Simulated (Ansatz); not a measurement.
Si6N8. Charge 0, multiplicity 1. Geometry r2SCAN-D4/def2-SVP; atoms count from 1.

```xyz
14

Si    1.222    0.203   -3.786
Si   -2.619   -2.217    1.527
Si    1.977   -0.350    4.210
Si   -0.082   -0.435    1.690
Si    0.258    2.707   -3.396
Si    0.372    0.905   -1.149
N    -3.971   -2.962    1.106
N    -1.248   -1.535    2.079
N     0.135    0.547    0.432
N     0.888    1.663   -4.584
N     0.593    0.197    3.255
N     1.425   -0.893    2.627
N     1.028   -0.239   -2.209
N     0.023    2.408   -1.802
```

The restricted singlet is unstable towards broken spin symmetry at other levels; at PBE0-D4/def2-TZVP this wasn't settled. The geometry of the singlet was relaxed on an unsound state (restricted singlet, unstable towards broken spin symmetry at other levels and untested here). The structure comes from a short search, and lower isomers may exist.

Question: Estimate the Mulliken populations from the PBE0/def2-TZVP orbitals of Ansatz.

Answer: 
| atom | charge (e) |
| --- | --- |
| Si1 | 0.39 |
| Si2 | 0.45 |
| Si3 | 0.50 |
| Si4 | 0.57 |
| Si5 | 0.38 |
| Si6 | 0.56 |
| N7 | -0.44 |
| N8 | -0.38 |
| N9 | -0.48 |
| N10 | -0.39 |
| N11 | -0.15 |
| N12 | -0.16 |
| N13 | -0.43 |
| N14 | -0.42 |
Mulliken values and Mayer orders depend strongly on the basis.

Question: And the Mayer bond orders between bonded heavy atoms (over 0.3)?

Answer: Si1–N10 1.43 (1.70 Å); Si1–N13 1.59 (1.65 Å); Si2–N7 2.54 (1.60 Å); Si2–N8 1.48 (1.63 Å); Si3–N11 1.00 (1.77 Å); Si3–N12 1.02 (1.76 Å); Si4–N8 1.43 (1.65 Å); Si4–N9 1.62 (1.61 Å); Si4–N11 0.73 (1.82 Å); Si4–N12 0.69 (1.83 Å); Si5–N10 1.41 (1.70 Å); Si5–N14 1.61 (1.64 Å); Si6–N9 1.39 (1.64 Å); Si6–N13 1.30 (1.69 Å); Si6–N14 1.36 (1.68 Å); N11–N12 0.90 (1.51 Å). Values over 0.3 also appear between atoms too far apart for a bond (Si1–Si5 0.53 at 2.71 Å); they arise where an orbital or an unpaired electron spreads over both atoms.
